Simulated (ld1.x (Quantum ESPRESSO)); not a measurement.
# What one change does to a pseudopotential (praseodymium (Pr), ultrasoft)

```
Element                 : praseodymium
Generator               : ld1.x (Quantum ESPRESSO) 7.5
Type                    : ultrasoft
Functional              : PBE
Relativity              : scalar-relativistic
Frozen core             : [Kr] 4d10
Valence charge          : 13
Reference configuration : 4f2.5 5s2 5p6 5d0.5 6s2 6p0
Partial waves           : 5s (bound): rcut 2.05, rcutus 2.50 bohr; 6s (bound): rcut 2.05, rcutus 2.50 bohr; 5p (bound): rcut 2.60, rcutus 2.75 bohr; 6p (bound, empty): rcut 2.60, rcutus 2.75 bohr; 5d (bound): rcut 2.20, rcutus 3.10 bohr; 5d channel at 0.4 Ry: rcut 2.20, rcutus 3.10 bohr; 4f (bound): rcut 1.30, rcutus 1.70 bohr; 4f channel at 1.4 Ry: rcut 1.30, rcutus 1.70 bohr
Local potential         : all-electron potential smoothed inside 1.95 bohr (lloc = -2)
Core correction         : none
Augmentation charge     : PSQ, inside the norm-conserving radii
```

All-electron outer shells of the reference configuration (PBE, scalar-relativistic, ld1.x):

| shell | level (eV) | outermost node (bohr) | outermost maximum (bohr) |
| --- | --- | --- | --- |
| 4p | -218.34 | 0.32 | 0.60 |
| 4d | -113.47 | 0.30 | 0.64 |
| 5s | -40.54 | 0.74 | 1.35 |
| 5p | -22.69 | 0.79 | 1.53 |
| 6s | -3.64 | 1.80 | 3.75 |
| 4f | -3.54 | – | 0.69 |
| 5d | -2.50 | 0.90 | 2.19 |
| 6p | -1.30 | 2.15 | 4.94 |

Change: waves 5s (bound): rcut 2.05, rcutus 3.22 bohr; 6s (bound): rcut 2.05, rcutus 3.22 bohr.

Cutoffs: the cutoffs (Ry, on a coarse ladder) from which the occupation-weighted sum of valence levels, in a spherical-Bessel basis at the reference potential, stays within 10 and 1 mRy of its value at 400 Ry; they do not see the model core or the augmentation charge, which bear on the density cutoff. Errors are all-electron minus pseudo energies relative to the spin-unpolarised reference configuration.

What does the change do?

The potential gets neither clearly harder nor softer (45 Ry and 70 Ry → 45 Ry and 70 Ry); the f channel sets the loose cutoff, while the largest relative change is in s, which becomes softer; the number of tests that count goes from 6 to 0 (the test run of the changed file stopped, so its transferability is not established); neither file shows a bound ghost at the reference potential, the only one tested.

```csv
quantity,base,changed
"cutoff, loose",45 Ry,45 Ry
"cutoff, tight",70 Ry,70 Ry
loose cutoff by channel (10 mRy a level),"s 10 Ry, p 8 Ry, d 8 Ry, f 40 Ry","s 8 Ry, p 8 Ry, d 8 Ry, f 40 Ry"
bound ghosts,none,none
"tests counted (converged, no solver errors)",6 of 7,0 of 7 (the test run stopped)
lowest overlap eigenvalue by channel,"s 0.08, p 0.02, d 0.89, f 0.23","s 0.07, p 0.02, d 0.89, f 0.23"
```

Base: Tests not counted: 4f1 5s2 5p6 5d0 6s0 6p0 (solver errors, printed error -636 eV).
